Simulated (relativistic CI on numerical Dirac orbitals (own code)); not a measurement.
Tl11+: q coefficients and field-shift factors

These numbers are calculated, not measured: Dirac-Coulomb-Breit CI, KLI orbitals optimised for each configuration, derivatives by finite differences, unscaled Slater integrals, QED left out (own radial code, finite nucleus).

Configurations in the expansion (outside the closed core [Kr] 4d10 4f14 5s2): 5p⁶5d², 5p⁶5d6s, 5p⁶5d5f, 5p⁵5d³, 5p⁶6s², 5p⁶5d6p, 5p⁶5f². Double excitations out of closed p, d and f shells are left out; levels of such configurations are missing from the list, as are those of other unlisted configurations, and high levels can miss mixing partners.

With x = (α/α₀)² − 1 an excitation energy changes as ω = ω₀ + qx; K = 2q/ω₀ is the relative enhancement. Terms are leading LS components, so labels can repeat. The field-shift factor is F = δν/δ⟨r²⟩ for the transition from the lowest level.

Lowest level 5p⁶5d² ³F2.

| Level | ω₀ (cm⁻¹) | q (cm⁻¹) | K | F (GHz/fm²) |
| --- | --- | --- | --- | --- |
| 5p⁶5d² ³F3 | 23465 | 25300 | 2.16 | 1.9 |
| 5p⁶5d² ³P0 | 24647 | 3684 | 0.299 | 0.602 |
| 5p⁶5d² ³P2 | 37056 | 24280 | 1.31 | 2.47 |
| 5p⁶5d² ³F4 | 37870 | 31540 | 1.67 | 2.55 |
| 5p⁶5d² ³P1 | 40848 | 25320 | 1.24 | 2.21 |
| 5p⁶5d² ¹G4 | 61242 | 45290 | 1.48 | 3.84 |
| 5p⁶5d² ³P2 | 66232 | 51090 | 1.54 | 4.8 |
| 5p⁶5d² ¹S0 | 99247 | 46710 | 0.941 | 5.11 |
| 5p⁶5d6s ³D1 | 358275 | -107700 | -0.601 | 261 |
| 5p⁶5d6s ³D2 | 361525 | -106000 | -0.587 | 258 |
| 5p⁶5d6s ³D3 | 386005 | -81030 | -0.42 | 263 |
| 5p⁶5d6s ¹D2 | 393434 | -78040 | -0.397 | 255 |
| 5p⁶5d6p ³F°2 | 483837 | -87860 | -0.363 | 44.2 |
| 5p⁵5d³ ⁵F°2 | 487397 | 23720 | 0.0973 | 13.7 |
| 5p⁶5d6p ³D°1 | 489000 | -37290 | -0.152 | 31.2 |
| 5p⁵5d³ ⁵D°1 | 490179 | -20950 | -0.0855 | 25.7 |
| 5p⁵5d³ ⁵D°0 | 495072 | 30140 | 0.122 | 13.6 |
| 5p⁵5d³ ⁵F°3 | 497338 | 39980 | 0.161 | 15.1 |
| 5p⁵5d³ ⁵S°2 | 506046 | 47480 | 0.188 | 14.9 |
| 5p⁵5d³ ⁵F°4 | 506906 | 49560 | 0.196 | 16.1 |
| 5p⁵5d³ ⁵D°3 | 510598 | 26920 | 0.105 | 14.4 |
| 5p⁶5d6p ³D°2 | 514057 | -18840 | -0.0733 | 38 |
| 5p⁵5d³ ³F°2 | 514600 | 5694 | 0.0221 | 23 |

At this charge energies of transitions that change n are usually good to better than 1 %, and those within a shell (Δn = 0) to a few per cent. Terms inside the open d or f shell come out 10 to 20 % too wide with unscaled integrals. Levels and lines within the n = 5 or 6 shells can be off by up to 10 % or somewhat more, and those that change n by about 2 %, since core polarisation is missing.
